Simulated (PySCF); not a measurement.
Compound: Ge(NCO)Me3, C4H9GeNO.
Geometry (PBE0-D3(BJ)/def2-SVP, Å), atoms numbered from 1 in this order:
```xyz
16
C4H9GeNO angstrom
Ge     0.0073    0.0043   -0.0974
N      0.0433    0.0087    1.7395
C      0.0027   -0.0324    2.9316
O     -0.0297   -0.0684    4.1047
C      1.8636    0.0008   -0.6710
H      1.9274   -0.0284   -1.7690
H      2.3857   -0.8777   -0.2653
H      2.3742    0.9069   -0.3142
C     -0.9316    1.6224   -0.6251
H     -0.9759    1.7008   -1.7218
H     -0.4149    2.5088   -0.2302
H     -1.9585    1.6133   -0.2326
C     -0.9412   -1.6103   -0.6191
H     -1.9613   -1.6012   -0.2088
H     -0.4192   -2.5005   -0.2397
H     -1.0064   -1.6811   -1.7151
```

Level of theory: TDDFT PBE0/def2-SVPD, vertical, gas phase, core orbitals frozen in the response in PySCF. The PBE0/def2-SVPD calculation is non-relativistic and has no spin–orbit coupling, an omission that weighs most on germanium.

Frontier orbitals with the atoms that hold most of them (Löwdin shares over 4%, at most four atoms; ? is withheld):

```
orbital  ε (eV)                             atoms
 LUMO+2    1.07    C9 15%, C13 12%, C3 9%, H11 7%
 LUMO+1    1.05     C3 39%, O4 13%, Ge1 7%, C5 6%
   LUMO    0.14                                 ?
   HOMO   -7.96    N2 34%, O4 24%, C3 12%, C9 11%
 HOMO-1   -7.96   N2 34%, O4 24%, C3 12%, C13 10%
 HOMO-2   -9.24   C9 23%, Ge1 16%, N2 12%, C5 11%
 HOMO-3   -9.24  C13 20%, C5 16%, Ge1 16%, N2 12%
```

(1) Give the leading atoms of the LUMO.

Answers

(1) Ge1 (bonded to 3 C and N) 23%; C13 (bonded to Ge and 3 H) 9%; C5 (bonded to Ge and 3 H) 9%; C9 (bonded to Ge and 3 H) 9%. By element: carbon 27% or more, germanium 23%.

Within 0.005 eV of a neighbour in this list lie HOMO-3/HOMO-2 and HOMO-1/HOMO.

Q: The HOMO–LUMO gap is 8.10 eV. Where does the response calculation put the lowest singlet, and from which orbitals?

A: S1 is at 7.07 eV (f = 0.028), 1.02 eV below the gap, made of HOMO-1/HOMO→LUMO (≥90%). S1/S2 lie within about 0.01 eV of each other. 

Next come S2 at 7.08 eV (f 0.028), HOMO-1/HOMO→LUMO (≥90%); S3 at 7.43 eV (f 0.0001), HOMO-1/HOMO→LUMO+4 (≥19%), HOMO-1/HOMO→LUMO+5 (≥19%), HOMO-1/HOMO→LUMO+2 (≥19%); S4 at 7.60 eV (f 0.012), HOMO-1/HOMO→LUMO+3 (≥21%), HOMO-1/HOMO→LUMO+2 (≥20%), HOMO-1/HOMO→LUMO+5 (≥13%); S5 at 7.60 eV (f 0.014), HOMO-1/HOMO→LUMO+3 (≥22%), HOMO-1/HOMO→LUMO+2 (≥22%), HOMO-1/HOMO→LUMO+5 (≥11%).

Orbitals of the list HOMO-3 to LUMO+2 that lie within 0.01 eV of each other are written together with a slash and their weights summed (≥ marks a lower bound); for degenerate orbitals outside that list single weights are arbitrary.

Löwdin shares depend on the basis, the more so with diffuse functions.
